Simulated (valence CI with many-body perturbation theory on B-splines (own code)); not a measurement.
**E1 transitions of La⁴²⁺**

Level of theory: relativistic CI+MBPT: five valence electrons over a frozen Dirac-Fock core [Ne], radial functions for each j: 11 s, 11 p, 10 d, 8 f, 5 g, 2 h, with the one-electron correlation potential Σ1, the two-electron term Σ2, the three-electron term Σ3, Breit, model QED; selected CI, second order for the rest, scaled by the run's own slope (own B-spline code, finite nucleus).

No measured spectrum was set against this ion. As an estimate, large intervals hold to a few tenths of a per cent, small ones and those within an open d or f shell to about a per cent. Among the levels kept, up to 3200 cm⁻¹ of a level comes from second order outside the variational space, and about a tenth of that is noise between levels of different J, which matters for small intervals.

Lines 1 to 50 of 568 in falling wavelength, among levels below 627.06 eV, chosen from the strongest by gf and those to the six lowest levels. Wavelengths and rates use the calculated energies. Electric multipoles are in the length gauge, E1 and E2 with the static RPA response of the core. Weak lines are less certain than strong ones. Lines between different terms over intervals too small for the method are left out, as are lines whose strength nearly cancels. Where a level lies close to another of its J and parity, the split of strength between their lines is uncertain. The highest levels of a list are the least certain.

Levels are named by their leading jj configuration (3d3/2^4 stands for four electrons in 3d with j = 3/2), which in mixed levels can hold well under half, so a name can repeat and another be missing. Letters in brackets count levels of one name in rising energy.

| λ vac (nm) | Upper | Lower | A (s⁻¹) | log gf | Branch % |
| --- | --- | --- | --- | --- | --- |
| 20.32 | (3s^2 3p1/2^2 3d3/2) J=3/2 | (3s^2 3p1/2 3p3/2^2) J=5/2 | 6.15e+07 | -2.82 | 1.8 |
| 13.99 | (3s^2 3p1/2^2 3d5/2) J=5/2 | (3s^2 3p1/2 3p3/2^2) J=5/2 | 4.61e+08 | -2.09 | 1.9 |
| 12.79 | (3s 3p1/2^2 3d3/2 3d5/2) J=9/2 | (3s^2 3p1/2 3d3/2 3d5/2) J=7/2 [b] | 2.94e+09 | -1.14 | 2.2 |
| 12.73 | (3s^2 3p1/2^2 3d5/2) J=5/2 | (3s^2 3p1/2 3p3/2^2) J=3/2 | 7.59e+08 | -1.96 | 3.2 |
| 12.54 | (3s 3p1/2^2 3d5/2^2) J=9/2 | (3s^2 3p1/2 3d5/2^2) J=7/2 | 3.77e+09 | -1.05 | 3.1 |
| 12.30 | (3s 3p1/2 3p3/2^2 3d3/2) J=9/2 | (3s^2 3p3/2^2 3d5/2) J=7/2 | 3.04e+09 | -1.16 | 2.0 |
| 11.95 | (3s 3p1/2^2 3p3/2 3d5/2) J=9/2 | (3s^2 3p1/2 3p3/2 3d5/2) J=9/2 | 4.06e+09 | -1.06 | 27.9 |
| 11.86 | (3s 3p1/2^2 3p3/2 3d5/2) J=7/2 [a] | (3s^2 3p1/2 3p3/2 3d5/2) J=5/2 [b] | 3.94e+09 | -1.18 | 3.7 |
| 11.43 | (3s 3p1/2^2 3d3/2^2) J=3/2 | (3s^2 3p1/2 3d3/2^2) J=5/2 | 6.90e+09 | -1.27 | 23.0 |
| 11.33 | (3s 3p1/2^2 3p3/2 3d3/2) J=7/2 | (3s^2 3p1/2 3p3/2 3d3/2) J=7/2 | 4.88e+09 | -1.12 | 38.3 |
| 11.16 | (3s 3p1/2 3p3/2^2 3d5/2) J=11/2 | (3s^2 3p3/2^2 3d5/2) J=9/2 | 9.60e+09 | -0.67 | 15.9 |
| 11.14 | (3s 3p1/2^2 3p3/2^2) J=5/2 | (3s^2 3p1/2 3p3/2^2) J=5/2 | 3.61e+09 | -1.39 | 3.5 |
| 11.03 | (3s 3p1/2 3p3/2^2 3d5/2) J=7/2 [e] | (3s^2 3p3/2^2 3d5/2) J=5/2 [b] | 6.55e+09 | -1.02 | 1.4 |
| 11.01 | (3s 3p1/2^2 3p3/2 3d3/2) J=5/2 [a] | (3s^2 3p1/2 3p3/2 3d3/2) J=5/2 [a] | 5.47e+09 | -1.22 | 32.7 |
| 10.98 | (3s 3p1/2^2 3p3/2 3d5/2) J=9/2 | (3s^2 3p1/2 3p3/2 3d5/2) J=7/2 [a] | 1.05e+10 | -0.72 | 71.9 |
| 10.89 | (3s 3p1/2^2 3d5/2^2) J=5/2 | (3s 3p1/2 3p3/2^2 3d3/2) J=5/2 [b] | 4.79e+09 | -1.29 | 2.9 |
| 10.79 | (3s 3p1/2^2 3d3/2^2) J=5/2 | (3s^2 3p1/2 3d3/2^2) J=5/2 | 7.70e+09 | -1.09 | 24.7 |
| 10.65 | (3s 3p1/2^2 3d3/2 3d5/2) J=7/2 [a] | (3s^2 3p1/2 3d3/2 3d5/2) J=7/2 [a] | 6.38e+09 | -1.06 | 8.3 |
| 10.65 | (3p1/2^2 3p3/2^2 3d3/2) J=7/2 | (3s 3p1/2 3p3/2^2 3d3/2) J=7/2 [c] | 9.79e+09 | -0.88 | 2.6 |
| 10.61 | (3s 3p1/2^2 3d5/2^2) J=5/2 | (3s^2 3p1/2 3d5/2^2) J=3/2 | 6.08e+09 | -1.21 | 3.7 |
| 10.46 | (3s 3p1/2^2 3p3/2^2) J=1/2 | (3s^2 3p1/2 3p3/2^2) J=1/2 | 1.38e+10 | -1.34 | 12.2 |
| 10.33 | (3s 3p1/2^2 3p3/2^2) J=5/2 | (3s^2 3p1/2 3p3/2^2) J=3/2 | 6.18e+09 | -1.23 | 6.1 |
| 10.32 | (3s 3p1/2^2 3d5/2^2) J=9/2 | (3s^2 3p1/2 3d3/2 3d5/2) J=7/2 [b] | 3.57e+09 | -1.24 | 2.9 |
| 10.27 | (3s 3p1/2^2 3d3/2 3d5/2) J=9/2 | (3s^2 3p1/2 3d3/2 3d5/2) J=9/2 | 6.98e+09 | -0.96 | 5.2 |
| 10.26 | (3s 3p1/2 3p3/2^2 3d5/2) J=5/2 [e] | (3s^2 3p3/2^2 3d5/2) J=3/2 | 5.31e+09 | -1.30 | 1.0 |
| 10.17 | (3s 3p1/2^2 3d3/2 3d5/2) J=5/2 [a] | (3s^2 3p1/2 3d3/2 3d5/2) J=7/2 [a] | 5.67e+09 | -1.28 | 6.6 |
| 10.16 | (3s 3p1/2^2 3p3/2 3d5/2) J=3/2 [a] | (3s^2 3p1/2 3p3/2 3d5/2) J=5/2 [a] | 8.22e+09 | -1.29 | 11.0 |
| 10.16 | (3s 3p1/2 3p3/2^3) J=5/2 | (3s^2 3p3/2^3) J=3/2 | 7.00e+09 | -1.19 | 2.6 |
| 10.15 | (3s 3p1/2^2 3p3/2 3d5/2) J=5/2 [a] | (3s^2 3p1/2 3p3/2 3d5/2) J=3/2 [a] | 9.36e+09 | -1.06 | 10.0 |
| 10.15 | (3s 3p1/2 3p3/2^2 3d5/2) J=9/2 [c] | (3s^2 3p3/2^2 3d5/2) J=7/2 | 4.86e+09 | -1.12 | 2.2 |
| 9.943 | (3s 3p1/2 3p3/2^2 3d5/2) J=7/2 [d] | (3s^2 3p3/2^2 3d5/2) J=5/2 [a] | 8.08e+09 | -1.02 | 1.4 |
| 9.905 | (3s 3p1/2 3p3/2^2 3d5/2) J=5/2 [d] | (3s^2 3p3/2^2 3d5/2) J=5/2 [a] | 6.56e+09 | -1.24 | 3.2 |
| 9.890 | (3s 3p1/2 3p3/2^2 3d3/2) J=7/2 [c] | (3s^2 3p3/2^2 3d3/2) J=7/2 | 4.43e+09 | -1.28 | 0.6 |
| 9.869 | (3s 3p1/2^2 3d5/2^2) J=7/2 | (3s 3p1/2 3p3/2^2 3d5/2) J=9/2 [b] | 4.32e+09 | -1.30 | 3.0 |
| 9.856 | (3s 3p1/2^2 3d5/2^2) J=3/2 | (3s^2 3p1/2 3d5/2^2) J=5/2 | 1.60e+10 | -1.03 | 10.9 |
| 9.796 | (3s 3p1/2^2 3p3/2 3d5/2) J=5/2 [b] | (3s^2 3p1/2 3p3/2 3d5/2) J=7/2 [b] | 1.36e+10 | -0.93 | 5.0 |
| 9.756 | (3s 3p1/2^2 3d3/2 3d5/2) J=7/2 [b] | (3s^2 3p1/2 3d3/2 3d5/2) J=9/2 | 1.64e+10 | -0.73 | 14.6 |
| 9.696 | (3s 3p1/2 3p3/2^2 3d5/2) J=5/2 [f] | (3s^2 3p3/2^2 3d5/2) J=5/2 [b] | 8.51e+09 | -1.14 | 1.1 |
| 9.542 | (3s 3p1/2^2 3p3/2^2) J=3/2 | (3s^2 3p1/2 3p3/2^2) J=5/2 | 1.53e+10 | -1.08 | 8.6 |
| 9.494 | (3s 3p1/2 3p3/2^2 3d5/2) J=7/2 [b] | (3s^2 3p3/2^2 3d5/2) J=7/2 | 5.14e+09 | -1.26 | 2.9 |
| 9.474 | (3s 3p1/2^2 3d5/2^2) J=7/2 | (3s 3p1/2 3p3/2^2 3d5/2) J=9/2 [a] | 1.15e+10 | -0.91 | 8.0 |
| 9.473 | (3p1/2^2 3p3/2^3) J=3/2 | (3s 3p1/2 3p3/2^3) J=5/2 | 1.35e+10 | -1.14 | 3.8 |
| 9.460 | (3s 3p1/2 3p3/2^2 3d5/2) J=3/2 [e] | (3s^2 3p3/2^2 3d5/2) J=5/2 [b] | 9.54e+09 | -1.29 | 1.3 |
| 9.333 | (3s 3p1/2^2 3d3/2 3d5/2) J=5/2 [b] | (3s^2 3p1/2 3d3/2 3d5/2) J=7/2 [a] | 7.72e+09 | -1.22 | 6.3 |
| 9.188 | (3s 3p1/2^2 3p3/2 3d5/2) J=7/2 [b] | (3s^2 3p1/2 3p3/2 3d5/2) J=9/2 | 1.62e+10 | -0.78 | 7.6 |
| 9.186 | (3s 3p1/2^2 3p3/2 3d3/2) J=5/2 [b] | (3s^2 3p1/2 3p3/2 3d3/2) J=7/2 | 1.81e+10 | -0.86 | 8.4 |
| 9.141 | (3s 3p1/2^2 3d5/2^2) J=9/2 | (3s 3p1/2 3p3/2^2 3d5/2) J=7/2 [a] | 4.82e+09 | -1.22 | 3.9 |
| 9.055 | (3p1/2^2 3p3/2^2 3d3/2) J=7/2 | (3s 3p1/2 3p3/2^2 3d3/2) J=9/2 | 2.34e+10 | -0.64 | 6.2 |
| 9.028 | (3s 3p1/2 3p3/2^3) J=3/2 [b] | (3s^2 3p3/2^3) J=3/2 | 1.12e+10 | -1.26 | 2.1 |
| 8.946 | (3p1/2^2 3p3/2^2 3d3/2) J=3/2 | (3s 3p1/2 3p3/2^2 3d3/2) J=5/2 [a] | 1.38e+10 | -1.18 | 8.3 |

Task: How does gf follow from A for the line at 9.756 nm?

Result: gf = 1.4992 × (2J+1)_upper × A / σ², with σ = 1025051 cm⁻¹ and 2J+1 = 8: gf = 0.188.
